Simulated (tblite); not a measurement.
Species: C7H10P2.
Cartesian coordinates in Å at the GFN2-xTB level; atoms count from 1:
```xyz
19
C7H10P2 angstrom
C      3.014   -0.222    0.293
P      1.701    1.038   -0.043
C      0.178    0.033    0.010
C      0.040   -1.307    0.325
C     -1.221   -1.885    0.312
C     -2.338   -1.131   -0.005
C     -2.211    0.220   -0.290
C     -0.958    0.805   -0.257
P     -0.582    2.557   -0.587
H      2.910   -1.096   -0.347
H      2.969   -0.521    1.340
H      3.982    0.243    0.111
H      1.819    0.991   -1.437
H      0.902   -1.907    0.577
H     -1.330   -2.934    0.549
H     -3.314   -1.594   -0.020
H     -3.082    0.815   -0.527
H     -0.582    2.943    0.752
H     -1.911    2.962   -0.763
```

Calculated harmonic vibrations of the isolated species, GFN2-xTB (tblite), most abundant isotopes, no scaling. Against measured fundamentals such values can be off by several per cent, at times by over 20. Modes of hydrogen on phosphorus can be 10 to 20 % off. One conformer, not necessarily the lowest.

Harmonic wavenumbers (cm⁻¹): 79.0, 128.3, 146.8, 179.4, 201.2, 236.6, 257.8, 327.5, 363.5, 383.2, 439.2, 455.7, 639.3, 664.1, 704.7, 726.3, 746.0, 750.8, 827.8, 834.9, 848.0, 868.0, 876.2, 908.1, 927.1, 971.3, 1007.8, 1086.5, 1116.7, 1144.3, 1160.2, 1186.9, 1239.2, 1315.4, 1321.4, 1418.9, 1425.1, 1446.5, 1452.4, 1571.2, 1573.8, 2242.0, 2261.7, 2297.0, 2995.0, 3002.9, 3007.5, 3061.2, 3071.5, 3081.2, 3088.3.

A = 1516, B = 1129, C = 656.5 MHz; mass 156.026 u (most abundant isotopes); point group C1, symmetry number 1.

Task: What is the zero-point energy?

Result: ½Σν̃ = 31033 cm⁻¹ = 371.23 kJ/mol.

Task: Entropy at 350 K, 1 bar (ideal gas, RRHO, classical rotation)?

Result: Translation 175.17, rotation 127.68, vibration 132.83: S = 435.7 J/(mol K).

Task: And Cp and H(350 K) − H(0)?

Result: Cp = 191.77 J/(mol K), of which vibrations give 158.51 (their classical limit is 51 R = 424.0); H(350 K) − H(0) = 38.10 kJ/mol without the zero-point energy, 26.46 from vibrations.

Task: Blend soft modes into free rotors: weight 1/[1 + (100 cm⁻¹/ν̃)⁴] for the oscillator and the rest for a rotor with moment μB/(μ + B), μ = h/(8π²ν), B = 10⁻⁴⁴ kg m². What vibrational entropy results?

Result: 128.97 J/(mol K) in place of 132.83, which changes −T·S at 350 K by +1.35 kJ/mol.

Task: Which modes carry the vibrational entropy at 350 K?

Result: 79.0 cm⁻¹: 17.70; 128.3 cm⁻¹: 13.73; 146.8 cm⁻¹: 12.64; 179.4 cm⁻¹: 11.03; 201.2 cm⁻¹: 10.13; 236.6 cm⁻¹: 8.87 J/(mol K); the other 45 give 58.74 together.

Hindered rotation and anharmonicity are outside this model. Other conformers, if any are populated, would add a mixing term that is left out. The structure is chiral; the term R ln 2 for an equal mix with its mirror image is left out.
